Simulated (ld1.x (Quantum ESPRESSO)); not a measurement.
# lutetium: TM pseudisation with PBEsol, fully relativistic reference atom.

Input for ld1.x (Quantum ESPRESSO) 7.5:

```
&input
   title='Lu', zed=71., rel=2, dft='PBESOL', iswitch=3,
   config='[Xe] 4f14 5d1 6s1 6p0', rel_dist='average',
   nld=7, rlderiv=2.45, eminld=-7.0, emaxld=5.0, deld=0.02
 /
 &inputp
   pseudotype=2, tm=.true., lloc=-1, rcloc=1.15,
   nlcc=.false.,
   file_pseudopw='Lu.UPF', file_wfcaegen='ae.wfc', file_wfcncgen='nc.wfc', file_beta='beta', file_chi='chi'
 /
4
5S  1  0   2.00   0.00  1.50  1.50  0.0
5P  2  1   6.00   0.00  2.25  2.25  0.0
5D  3  2   1.00   0.00  2.25  2.25  0.0
4F  4  3  14.00   0.00  1.25  1.25  0.0
 &test
   configts(1)='4f14 5s2 5p6 5d1 6s1 6p0'
 /
```

Command:

```bash
ld1.x < Lu.in > Lu.out
```

Output (shortened: banner, matrices, multipoles, cross overlaps and the repeated all-electron block are left out):

```
Program LD1 v.7.5
     --------------------------- All-electron run ----------------------------

     Lu
     dirac relativistic calculation

     atomic number is 71.00
     dft =PBESOL   lsd =0 sic =0 latt =0  beta=0.20 tr2=1.0E-14
     Exchange-correlation= PBESOL
                           (   1   4  10   8   0   0   0)
     mesh =1271 r(mesh) = 100.71756 a.u. xmin = -7.00 dx = 0.01250
     1 Ry =  13.60569312 eV, c = 137.03599908

     n l j   nl                  e(Ry)          e(Ha)          e(eV)
     Spin orbit split results
     1 0 0.5 1S 1( 2.00)     -4641.2329     -2320.6165    -63147.1911
     2 0 0.5 2S 1( 2.00)      -789.9821      -394.9910    -10748.2537
     2 1 0.5 2P 1( 2.00)      -754.0333      -377.0166    -10259.1453
     2 1 1.5 2P 1( 4.00)      -671.9382      -335.9691     -9142.1844
     3 0 0.5 3S 1( 2.00)      -179.3837       -89.6918     -2440.6393
     3 1 0.5 3P 1( 2.00)      -163.4891       -81.7445     -2224.3820
     3 1 1.5 3P 1( 4.00)      -145.9809       -72.9905     -1986.1714
     4 0 0.5 4S 1( 2.00)       -36.0832       -18.0416      -490.9369
     4 1 0.5 4P 1( 2.00)       -29.6155       -14.8077      -402.9387
     4 1 1.5 4P 1( 4.00)       -25.6257       -12.8129      -348.6561
     3 2 1.5 3D 1( 4.00)      -119.0059       -59.5029     -1619.1573
     3 2 2.5 3D 1( 6.00)      -115.1825       -57.5912     -1567.1377
     5 0 0.5 5S 1( 2.00)        -4.9748        -2.4874       -67.6853
     5 1 0.5 5P 1( 2.00)        -3.1871        -1.5935       -43.3627
     5 1 1.5 5P 1( 4.00)        -2.6794        -1.3397       -36.4547
     4 2 1.5 4D 1( 4.00)       -14.9955        -7.4977      -204.0241
     4 2 2.5 4D 1( 6.00)       -14.2672        -7.1336      -194.1151
     4 3 2.5 4F 1( 6.00)        -1.2640        -0.6320       -17.1975
     4 3 3.5 4F 1( 8.00)        -1.1520        -0.5760       -15.6737
     5 2 1.5 5D 1( 0.40)        -0.5986        -0.2993        -8.1444
     5 2 2.5 5D 1( 0.60)        -0.5694        -0.2847        -7.7468
     6 0 0.5 6S 1( 1.00)        -0.7516        -0.3758       -10.2257
     6 1 0.5 6P 1( 0.00)        -0.4697        -0.2348        -6.3901
     6 1 1.5 6P 1( 0.00)        -0.4286        -0.2143        -5.8315
     Averaged results
     1 0     1S 1( 2.00)     -4641.2329     -2320.6165    -63147.1911
     2 0     2S 1( 2.00)      -789.9821      -394.9910    -10748.2537
     2 1     2P 1( 6.00)      -699.3032      -349.6516     -9514.5047
     3 0     3S 1( 2.00)      -179.3837       -89.6918     -2440.6393
     3 1     3P 1( 6.00)      -151.8170       -75.9085     -2065.5749
     4 0     4S 1( 2.00)       -36.0832       -18.0416      -490.9369
     4 1     4P 1( 6.00)       -26.9556       -13.4778      -366.7503
     3 2     3D 1(10.00)      -116.7118       -58.3559     -1587.9455
     5 0     5S 1( 2.00)        -4.9748        -2.4874       -67.6853
     5 1     5P 1( 6.00)        -2.8486        -1.4243       -38.7574
     4 2     4D 1(10.00)       -14.5585        -7.2793      -198.0787
     4 3     4F 1(14.00)        -1.2000        -0.6000       -16.3268
     5 2     5D 1( 1.00)        -0.5811        -0.2905        -7.9058
     6 0     6S 1( 1.00)        -0.7516        -0.3758       -10.2257
     6 1     6P 1( 0.00)        -0.4423        -0.2211        -6.0177

     final scf error:  8.0E-15 reached in  32 iterations

     Etot =  -29152.688878 Ry,  -14576.344439 Ha, -396642.538586 eV

     Ekin =   32501.507172 Ry,   16250.753586 Ha,  442205.532615 eV
     Encl =  -72480.747640 Ry,  -36240.373820 Ha, -986150.809718 eV
     Eh   =   11421.467146 Ry,    5710.733573 Ha,  155396.976999 eV
     Exc  =    -594.915556 Ry,    -297.457778 Ha,   -8094.238483 eV

     normalization and overlap integrals

     s(1S/1S) =  1.000000  <r> =   0.0193  <r2> =    0.0005  r(max) =   0.0121
     s(2S/2S) =  1.000000  <r> =   0.0813  <r2> =    0.0079  r(max) =   0.0698
     s(2P/2P) =  1.000000  <r> =   0.0674  <r2> =    0.0056  r(max) =   0.0523
     s(2P/2P) =  1.000000  <r> =   0.0750  <r2> =    0.0069  r(max) =   0.0586
     s(3S/3S) =  1.000000  <r> =   0.2122  <r2> =    0.0516  r(max) =   0.1969
     s(3P/3P) =  1.000000  <r> =   0.2021  <r2> =    0.0476  r(max) =   0.1849
     s(3P/3P) =  1.000000  <r> =   0.2163  <r2> =    0.0543  r(max) =   0.1969
     s(4S/4S) =  1.000000  <r> =   0.4779  <r2> =    0.2582  r(max) =   0.4492
     s(4P/4P) =  1.000000  <r> =   0.4850  <r2> =    0.2682  r(max) =   0.4492
     s(4P/4P) =  1.000000  <r> =   0.5178  <r2> =    0.3054  r(max) =   0.4782
     s(3D/3D) =  1.000000  <r> =   0.1899  <r2> =    0.0424  r(max) =   0.1553
     s(3D/3D) =  1.000000  <r> =   0.1943  <r2> =    0.0442  r(max) =   0.1592
     s(5S/5S) =  1.000000  <r> =   1.1720  <r2> =    1.5480  r(max) =   1.0380
     s(5P/5P) =  1.000000  <r> =   1.3152  <r2> =    1.9695  r(max) =   1.1329
     s(5P/5P) =  1.000000  <r> =   1.4287  <r2> =    2.3271  r(max) =   1.2212
     s(4D/4D) =  1.000000  <r> =   0.5410  <r2> =    0.3401  r(max) =   0.4782
     s(4D/4D) =  1.000000  <r> =   0.5526  <r2> =    0.3547  r(max) =   0.4842
     s(4F/4F) =  1.000000  <r> =   0.7156  <r2> =    0.6795  r(max) =   0.4664
     s(4F/4F) =  1.000000  <r> =   0.7316  <r2> =    0.7152  r(max) =   0.4723
     s(5D/5D) =  1.000000  <r> =   2.4394  <r2> =    7.2173  r(max) =   1.7547
     s(5D/5D) =  1.000000  <r> =   2.5309  <r2> =    7.7681  r(max) =   1.8218
     s(6S/6S) =  1.000000  <r> =   3.3454  <r2> =   12.6118  r(max) =   2.9295
     s(6P/6P) =  1.000000  <r> =   4.1840  <r2> =   19.8048  r(max) =   3.6231
     s(6P/6P) =  1.000000  <r> =   4.4758  <r2> =   22.6286  r(max) =   3.8567

     ------------------------ End of All-electron run ------------------------

     --------------------- Generating NC pseudopotential ---------------------

      Generating local potential from pseudized AE potential:
      Matching radius rcloc =   1.1500

      Local pseudo, rcloc= 1.147 Estimated cut-off energy=    18.72 Ry

     Fully relativistic calculation: |psi|^2

     Wfc 5S LC norm =  0.99965371 SC norm =  0.00034618 missing  0.00000011

     Wfc 5P LC norm =  0.99972659 SC norm =  0.00027326 missing  0.00000015

     Wfc 5P LC norm =  0.99976723 SC norm =  0.00023195 missing  0.00000082

     Wfc 5D LC norm =  0.99991949 SC norm =  0.00008035 missing  0.00000016

     Wfc 5D LC norm =  0.99992556 SC norm =  0.00006760 missing  0.00000685

     Wfc 4F LC norm =  0.99922390 SC norm =  0.00077610 missing  0.00000000

     Wfc 4F LC norm =  0.99924483 SC norm =  0.00075497 missing  0.00000020

      Wfc   5S  rcut= 1.510  Using Troullier-Martins method

      Wfc   5P  rcut= 2.253  Using Troullier-Martins method

      Wfc   5P  rcut= 2.253  Using Troullier-Martins method

      Wfc   5D  rcut= 2.253  Using Troullier-Martins method

      Wfc   5D  rcut= 2.253  Using Troullier-Martins method

      Wfc   4F  rcut= 1.237  Using Troullier-Martins method

      Wfc   4F  rcut= 1.237  Using Troullier-Martins method

       Warning: n=2, l=0 expected 1 nodes, found 2
       Setting wfc to zero for this iteration
       (This warning will only be printed once per wavefunction)

     ------------------- End of pseudopotential generation -------------------

     Computing logarithmic derivative in   2.44389

       Warning: n=2, l=1 expected 0 nodes, found 1
       Setting wfc to zero for this iteration
       (This warning will only be printed once per wavefunction)

       Warning: n=4, l=3 expected 0 nodes, found 1
       Setting wfc to zero for this iteration
       (This warning will only be printed once per wavefunction)

     Message from routine run_pseudo:
     Warning: convergence not achieved
     Computing logarithmic derivative in   2.44389
     Computing the partial wave expansion
     R is outside the sphere for l=    0 j= 0.50
     R is outside the sphere for l=    1 j= 0.50
     R is outside the sphere for l=    1 j= 1.50
     R is outside the sphere for l=    2 j= 1.50
     R is outside the sphere for l=    2 j= 2.50
     R is outside the sphere for l=    3 j= 2.50
     R is outside the sphere for l=    3 j= 3.50

     ---------------------- Testing the pseudopotential ----------------------

     Lu
     dirac relativistic calculation

     atomic number is 71.00   valence charge is 25.00
     dft =PBESOL   lsd =0 sic =0 latt =0  beta=0.20 tr2=1.0E-14
     mesh =1271 r(mesh) = 100.71756 xmin = -7.00 dx = 0.01250

     n l  j  nl             e AE (Ry)       e PS (Ry)    De AE-PS (Ry)
     4 3 2.5 4F   1( 6.00)       -1.26399       -1.26397       -0.00002
     4 3 3.5 4F   1( 8.00)       -1.15200       -1.15202        0.00002
     1 0 0.5 5S   1( 2.00)       -4.97478       -4.97479        0.00001
     2 1 0.5 5P   1( 2.00)       -3.18710       -3.18710       -0.00000
     2 1 1.5 5P   1( 4.00)       -2.67937       -2.67937        0.00000
     3 2 1.5 5D   1( 0.40)       -0.59860       -0.59860       -0.00001
     3 2 2.5 5D   1( 0.60)       -0.56938       -0.56938        0.00000
     2 0 0.5 6S   1( 1.00)       -0.75157       -0.75157        0.00000
     3 1 0.5 6P   1( 0.00)       -0.46966       -0.47997        0.01031  !
     3 1 1.5 6P   1( 0.00)       -0.42861       -0.43742        0.00881  !

     eps = 3.8E-11  iter =201

     Etot =  -29152.688878 Ry,  -14576.344439 Ha, -396642.538586 eV
     Etotps =  -511.183481 Ry,    -255.591740 Ha,   -6955.005568 eV

     Ekin =     558.685531 Ry,     279.342766 Ha,    7601.303891 eV
     Encl =   -1282.403406 Ry,    -641.201703 Ha,  -17447.987198 eV
     Ehrt =     480.002150 Ry,     240.001075 Ha,    6530.761956 eV
     Ecxc =     -44.972013 Ry,     -22.486006 Ha,    -611.875402 eV
     Epseu=    -222.495744 Ry,    -111.247872 Ha,   -3027.208815 eV

     ---------------------- End of pseudopotential test ----------------------
```

Generation and configuration tests took about 21 s on one core of a shared server CPU.

Transferability test of the new file with ld1.x, input:

```
&input
   title='Lu', zed=71., rel=2, dft='PBESOL', iswitch=2,
   config='[Xe] 4f14 5d1 6s1 6p0', rel_dist='average'
 /
 &test
   file_pseudo='Lu.UPF', nconf=8,
   configts(1)='4f14 5s2 5p6 5d1 6s1 6p0',
   configts(2)='4f14 5s2 5p6 5d1 6s2 6p0',
   configts(3)='4f14 5s2 5p6 5d1 6s0 6p0',
   configts(4)='4f14 5s2 5p6 5d0 6s0 6p0',
   configts(5)='4f14 5s2 5p6 5d2 6s0 6p0',
   configts(6)='4f14 5s2 5p6 5d1 6s0 6p1',
   configts(7)='4f14 5s2 5p6 5d2 6s1 6p0',
   configts(8)='4f14 5s1 5p6 5d1 6s2 6p0'
 /
```

```bash
ld1.x < Lu.test.in > Lu.test.out
```

Pseudopotential blocks of its output, shortened (energy terms left out; the distinct warnings before each block abridged to one line each):

```
     Warning: convergence not achieved
     Warning: n=2, l=0 expected 1 nodes, found 2
     Warning: n=2, l=1 expected 0 nodes, found 1
     Warning: n=4, l=3 expected 0 nodes, found 1
     ---------------------- Testing the pseudopotential ----------------------

     n l  j  nl             e AE (Ry)       e PS (Ry)    De AE-PS (Ry)
     4 3 2.5 4F   1( 6.00)       -1.26399       -1.26397       -0.00002
     4 3 3.5 4F   1( 8.00)       -1.15200       -1.15202        0.00002
     1 0 0.5 5S   1( 2.00)       -4.97478       -4.97479        0.00001
     2 1 0.5 5P   1( 2.00)       -3.18710       -3.18710       -0.00000
     2 1 1.5 5P   1( 4.00)       -2.67937       -2.67937        0.00000
     3 2 1.5 5D   1( 0.40)       -0.59860       -0.59860       -0.00001
     3 2 2.5 5D   1( 0.60)       -0.56938       -0.56938        0.00000
     2 0 0.5 6S   1( 1.00)       -0.75157       -0.75157        0.00000
     3 1 0.5 6P   1( 0.00)       -0.46966       -0.47997        0.01031  !
     3 1 1.5 6P   1( 0.00)       -0.42861       -0.43742        0.00881  !

     eps = 3.4E-11  iter =201

     Etot =  -29152.688878 Ry,  -14576.344439 Ha, -396642.538586 eV
     Etotps =  -511.183481 Ry,    -255.591740 Ha,   -6955.005566 eV

     ---------------------- End of pseudopotential test ----------------------

          Warning: convergence not achieved
     Warning: n=1, l=0 expected 0 nodes, found 1
     Warning: n=3, l=2 expected 0 nodes, found 1
     ---------------------- Testing the pseudopotential ----------------------

     n l  j  nl             e AE (Ry)       e PS (Ry)    De AE-PS (Ry)
     4 3 2.5 4F   1( 6.00)       -0.76963       -1.26397        0.49434  !
     4 3 3.5 4F   1( 8.00)       -0.65767       -1.15202        0.49435  !
     1 0 0.5 5S   1( 2.00)       -4.47965       -4.97479        0.49514  !
     2 1 0.5 5P   1( 2.00)       -2.69185       -3.18710        0.49525  !
     2 1 1.5 5P   1( 4.00)       -2.18443       -2.67937        0.49495  !
     3 2 1.5 5D   1( 0.40)       -0.14466       -0.59860        0.45394  !
     3 2 2.5 5D   1( 0.60)       -0.12110       -0.56938        0.44828  !
     2 0 0.5 6S   1( 2.00)       -0.34372       -0.34372        0.00000
     3 1 0.5 6P   1( 0.00)       -0.11505       -0.14956        0.03451  !
     3 1 1.5 6P   1( 0.00)       -0.09034       -0.07488       -0.01546  !

     eps = 5.8E-11  iter =201

     Etot =  -29153.232135 Ry,  -14576.616067 Ha, -396649.929967 eV
     Etotps =  -511.119389 Ry,    -255.559694 Ha,   -6954.133550 eV
     dEtot_ae =      -0.543256 Ry
     dEtot_ps =       0.064092 Ry,   Delta E=      -0.607348 Ry

     ---------------------- End of pseudopotential test ----------------------

          Warning: convergence not achieved
     ---------------------- Testing the pseudopotential ----------------------

     n l  j  nl             e AE (Ry)       e PS (Ry)    De AE-PS (Ry)
     4 3 2.5 4F   1( 6.00)       -1.84793       -1.26397       -0.58396  !
     4 3 3.5 4F   1( 8.00)       -1.73585       -1.15202       -0.58383  !
     1 0 0.5 5S   1( 2.00)       -5.56058       -4.97479       -0.58578  !
     2 1 0.5 5P   1( 2.00)       -3.77128       -3.18710       -0.58418  !
     2 1 1.5 5P   1( 4.00)       -3.26143       -2.67937       -0.58206  !
     3 2 1.5 5D   1( 0.40)       -1.12416       -0.59860       -0.52556  !
     3 2 2.5 5D   1( 0.60)       -1.08917       -0.56938       -0.51979  !
     2 0 0.5 6S   1( 0.00)       -1.19770       -1.19770        0.00000
     3 1 0.5 6P   1( 0.00)       -0.86372       -0.47997       -0.38376  !
     3 1 1.5 6P   1( 0.00)       -0.80639       -0.43742       -0.36897  !

     eps = 3.1E-12  iter =201

     Etot =  -29151.717085 Ry,  -14575.858542 Ha, -396629.316661 eV
     Etotps =  -510.431909 Ry,    -255.215954 Ha,   -6944.779909 eV
     dEtot_ae =       0.971794 Ry
     dEtot_ps =       0.751572 Ry,   Delta E=       0.220222 Ry

     ---------------------- End of pseudopotential test ----------------------

          Warning: convergence not achieved
     ---------------------- Testing the pseudopotential ----------------------

     n l  j  nl             e AE (Ry)       e PS (Ry)    De AE-PS (Ry)
     4 3 2.5 4F   1( 6.00)       -2.72297       -2.07544       -0.64753  !
     4 3 3.5 4F   1( 8.00)       -2.61055       -1.96338       -0.64717  !
     1 0 0.5 5S   1( 2.00)       -6.43889       -5.79614       -0.64275  !
     2 1 0.5 5P   1( 2.00)       -4.63551       -3.99707       -0.63844  !
     2 1 1.5 5P   1( 4.00)       -4.11306       -3.47912       -0.63394  !
     3 2 1.5 5D   1( 0.00)       -1.86509       -1.28096       -0.58413  !
     3 2 2.5 5D   1( 0.00)       -1.82111       -1.24155       -0.57957  !
     2 0 0.5 6S   1( 0.00)       -1.78647       -1.78647        0.00000
     3 1 0.5 6P   1( 0.00)       -1.37983       -0.95426       -0.42556  !
     3 1 1.5 6P   1( 0.00)       -1.29705       -0.88718       -0.40987  !

     eps = 2.8E-12  iter =201

     Etot =  -29150.254821 Ry,  -14575.127410 Ha, -396609.421546 eV
     Etotps =  -509.524621 Ry,    -254.762311 Ha,   -6932.435638 eV
     dEtot_ae =       2.434058 Ry
     dEtot_ps =       1.658859 Ry,   Delta E=       0.775198 Ry

     ---------------------- End of pseudopotential test ----------------------

          BEWARE! Errors in PS-KS equations
     Warning: n=3, l=1 expected 1 nodes, found 5
     ---------------------- Testing the pseudopotential ----------------------

     n l  j  nl             e AE (Ry)       e PS (Ry)    De AE-PS (Ry)
     4 3 2.5 4F   1( 6.00)       -1.13274       -0.00000       -1.13274  !
     4 3 3.5 4F   1( 8.00)       -1.02082       -0.00000       -1.02082  !
     1 0 0.5 5S   1( 2.00)       -4.83903       -0.31545       -4.52358  !
     2 1 0.5 5P   1( 2.00)       -3.05705       -0.00228       -3.05477  !
     2 1 1.5 5P   1( 4.00)       -2.55432       -0.00006       -2.55426  !
     3 2 1.5 5D   1( 0.80)       -0.51530       -0.00000       -0.51530  !
     3 2 2.5 5D   1( 1.20)       -0.48911       -0.00000       -0.48911  !
     2 0 0.5 6S   1( 0.00)       -0.69538       -0.69538        0.00000
     3 1 0.5 6P   1( 0.00)       -0.42918       -0.42918        0.00000
     3 1 1.5 6P   1( 0.00)       -0.39278       -0.39278        0.00000

     eps = 1.6E-15  iter =106

     Etot =  -29152.505025 Ry,  -14576.252512 Ha, -396640.037135 eV
     Etotps =    -0.635692 Ry,      -0.317846 Ha,      -8.649024 eV
     dEtot_ae =       0.183853 Ry
     dEtot_ps =     510.547789 Ry,   Delta E=    -510.363936 Ry

     ---------------------- End of pseudopotential test ----------------------

          Warning: convergence not achieved
     ---------------------- Testing the pseudopotential ----------------------

     n l  j  nl             e AE (Ry)       e PS (Ry)    De AE-PS (Ry)
     4 3 2.5 4F   1( 6.00)       -1.37016       -0.85418       -0.51598  !
     4 3 3.5 4F   1( 8.00)       -1.25812       -0.74232       -0.51580  !
     1 0 0.5 5S   1( 2.00)       -5.08275       -4.56736       -0.51540  !
     2 1 0.5 5P   1( 2.00)       -3.29396       -2.77942       -0.51454  !
     2 1 1.5 5P   1( 4.00)       -2.78485       -2.27171       -0.51314  !
     3 2 1.5 5D   1( 0.40)       -0.67934       -0.22069       -0.45865  !
     3 2 2.5 5D   1( 0.60)       -0.64821       -0.19611       -0.45210  !
     2 0 0.5 6S   1( 0.00)       -0.80977       -0.80977        0.00000
     3 1 0.5 6P   1( 0.33)       -0.52459       -0.18605       -0.33855  !
     3 1 1.5 6P   1( 0.67)       -0.48298       -0.15798       -0.32500  !

     eps = 3.4E-12  iter =201

     Etot =  -29152.377717 Ry,  -14576.188859 Ha, -396638.305029 eV
     Etotps =  -510.740180 Ry,    -255.370090 Ha,   -6948.974150 eV
     dEtot_ae =       0.311161 Ry
     dEtot_ps =       0.443301 Ry,   Delta E=      -0.132140 Ry

     ---------------------- End of pseudopotential test ----------------------

          BEWARE! Errors in PS-KS equations
     ---------------------- Testing the pseudopotential ----------------------

     n l  j  nl             e AE (Ry)       e PS (Ry)    De AE-PS (Ry)
     4 3 2.5 4F   1( 6.00)       -0.69931       -0.20979       -0.48952  !
     4 3 3.5 4F   1( 8.00)       -0.58740       -0.17622       -0.41118  !
     1 0 0.5 5S   1( 2.00)       -4.40563       -3.94197       -0.46366  !
     2 1 0.5 5P   1( 2.00)       -2.62181       -2.13499       -0.48682  !
     2 1 1.5 5P   1( 4.00)       -2.11789       -1.60524       -0.51265  !
     3 2 1.5 5D   1( 0.80)       -0.11218       -0.00091       -0.11127  !
     3 2 2.5 5D   1( 1.20)       -0.09161       -0.00074       -0.09087  !
     2 0 0.5 6S   1( 1.00)       -0.32670       -0.32670        0.00000
     3 1 0.5 6P   1( 0.00)       -0.11067       -0.11067        0.00000
     3 1 1.5 6P   1( 0.00)       -0.08888       -0.08888        0.00000

     eps = 6.2E-15  iter = 15

     Etot =  -29153.011351 Ry,  -14576.505676 Ha, -396646.926057 eV
     Etotps =   -21.571709 Ry,     -10.785855 Ha,    -293.498057 eV
     dEtot_ae =      -0.322473 Ry
     dEtot_ps =     489.611771 Ry,   Delta E=    -489.934244 Ry

     ---------------------- End of pseudopotential test ----------------------

          Warning: convergence not achieved
     ---------------------- Testing the pseudopotential ----------------------

     n l  j  nl             e AE (Ry)       e PS (Ry)    De AE-PS (Ry)
     4 3 2.5 4F   1( 6.00)       -1.74181       -2.41535        0.67354  !
     4 3 3.5 4F   1( 8.00)       -1.62844       -2.30161        0.67317  !
     1 0 0.5 5S   1( 1.00)       -5.40633       -6.07170        0.66537  !
     2 1 0.5 5P   1( 2.00)       -3.58458       -4.25074        0.66616  !
     2 1 1.5 5P   1( 4.00)       -3.04962       -3.71411        0.66449  !
     3 2 1.5 5D   1( 0.40)       -0.81851       -1.42835        0.60984  !
     3 2 2.5 5D   1( 0.60)       -0.77895       -1.38365        0.60470  !
     2 0 0.5 6S   1( 2.00)       -0.86260       -0.86260        0.00000
     3 1 0.5 6P   1( 0.00)       -0.54106       -0.42605       -0.11500  !
     3 1 1.5 6P   1( 0.00)       -0.48968       -0.40713       -0.08256  !

     eps = 1.1E-12  iter =201

     Etot =  -29148.306113 Ry,  -14574.153057 Ha, -396582.908031 eV
     Etotps =  -506.644436 Ry,    -253.322218 Ha,   -6893.248724 eV
     dEtot_ae =       4.382765 Ry
     dEtot_ps =       4.539044 Ry,   Delta E=      -0.156279 Ry

     ---------------------- End of pseudopotential test ----------------------
```
